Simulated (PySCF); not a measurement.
**Dipole response of F (fluorine, neutral)**

[He] 2s2 2p5, 2P determinant. All numbers are calculated (PySCF 2.14, the non-relativistic Hamiltonian (point nucleus), in aug-cc-pV5Z (7s6p5d4f3g2h, 127 functions)). Coupled (time-dependent) response in atomic units; α is the mean over directions.

```json
{"method": "UHF", "mean α (bohr³)": "3.278", "α xx, yy, zz": "3.092, 3.372, 3.372", "C₆ (like pair)": "8.512", "S(−4)": "4.234"}
{"method": "PBE", "mean α (bohr³)": "4.134", "α xx, yy, zz": "3.718, 4.342, 4.342", "C₆ (like pair)": "11.26", "S(−4)": "8.295"}
{"method": "PBE0", "mean α (bohr³)": "3.815", "α xx, yy, zz": "3.490, 3.978, 3.978", "C₆ (like pair)": "10.23", "S(−4)": "6.560"}
{"method": "BHandHLYP", "mean α (bohr³)": "3.593", "α xx, yy, zz": "3.333, 3.724, 3.724", "C₆ (like pair)": "9.492", "S(−4)": "5.545"}
```

S(−4) is the Cauchy moment in α(ω) = α(0) + S(−4) ω² + …

Reference α: 3.74 ± 0.08 bohr³ (recommended; Schwerdtfeger and Nagle, table of static dipole polarizabilities (2023 update)). Published C₆: 9.520 (Chu and Dalgarno (2004); Tang, Norbeck and Certain (1976)).

α(iu) at PBE:

```tsv
u (hartree)	α(iu) (bohr³)
0	4.134
0.0500	4.113
0.100	4.054
0.200	3.841
0.300	3.554
0.500	2.940
0.750	2.289
1.00	1.804
1.50	1.189
2.00	0.8385
3.00	0.4793
5.00	0.2157
```

A single London oscillator, α(iu) = α/(1 + u²/ω²), gives C₆ = (3/4) ω α². Matching the computed C₆ needs ω = 4 × 11.26 / (3 × 4.134²) = 0.878 hartree.

The components differ because the open shell of this determinant is not spherical; for a pure term their mean is the scalar polarisability.
